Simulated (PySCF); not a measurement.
Compound: C2H5ClOSi.
SMILES with atom numbers: `[CH2:1]=[C:2]([Cl:3])[O:4][SiH3:5]` (hydrogens: H6, H7 on C1; H8, H9, H10 on Si5)

Geometry (PBE0-D3(BJ)/def2-SVP, Å), atoms numbered from 1 in this order:
```
atom  x, y, z in Å
C1    -2.4435    0.5030    0.8511
C2    -1.5423    0.1744   -0.0740
Cl3   -1.9656    0.1522   -1.7770
O4    -0.2815   -0.1563    0.1860
Si5    0.9684   -0.5639   -0.8822
H6    -3.4615    0.7631    0.5696
H7    -2.1437    0.5071    1.8995
H8     2.1176   -0.8150    0.0247
H9     1.2663    0.5678   -1.8026
H10    0.6292   -1.7934   -1.6499
```

Method used: MP2 and CCSD/aug-cc-pVDZ in PySCF, restricted Hartree–Fock reference, frozen core, non-relativistic, gas phase, PBE0-D3(BJ)/def2-SVP geometry.

E(HF) = -901.96365 Eh.

**Question.** How large is the problem?

**Answer.** 168 basis functions and 56 electrons; 13 orbitals frozen, which leaves o = 15 correlated occupied and v = 140 virtual orbitals. That is o·v = 2100 singles and o·v(o·v + 1)/2 = 2206050 distinct closed-shell doubles amplitudes before symmetry; the costliest CCSD step grows as o²v⁴ = 8.6 × 10^10.

**Question.** What are the MP2 and CCSD correlation energies?

**Answer.** MP2 -0.7267 Eh and CCSD -0.7760 Eh, which gives totals of -902.69030 and -902.73962 Eh. That is 0.704 eV for each correlated electron at CCSD (2037 kJ/mol in all, 0.086 % of the total energy); MP2 gives 93.6 % of the CCSD value.

**Question.** What is the T1 diagnostic?

**Answer.** 0.0124, below the customary warning level of 0.02. It is the norm of the spatial-orbital singles amplitudes over the root of the number of correlated electrons, so the norm is 0.068.

**Question.** How does correlation change the dipole moment?

**Answer.** HF gives 0.73 D and CCSD (unrelaxed density) 0.70 D, a change of -0.03 D.

No triples correction and no basis-set extrapolation were made.

The job also held the EOM ionisation roots. The run took 6.1 min of wall time on one thread of an Arm Neoverse V2 (shared host).

One conformer stands for the species.
